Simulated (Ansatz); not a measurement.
Harmonic frequencies (cm⁻¹) at PBE0-D4/def2-TZVP from Ansatz: 134, 154, 154, 160, 167, 167, 196, 196, 251, 251, 255, 619, 683, 683, 717, 4025, 4025, 4029.

Each molecule was computed in one conformer, which needn't be the lowest.

Question: Which molecule is it?
A. `[F][Hf]([F])([F])[F]`
B. `[I][Hf]([I])([I])[I]`
C. `[OH][Hf]([OH])([OH])[F]`
D. `[OH][Hf]([OH])([F])[F]`

Answer: C.
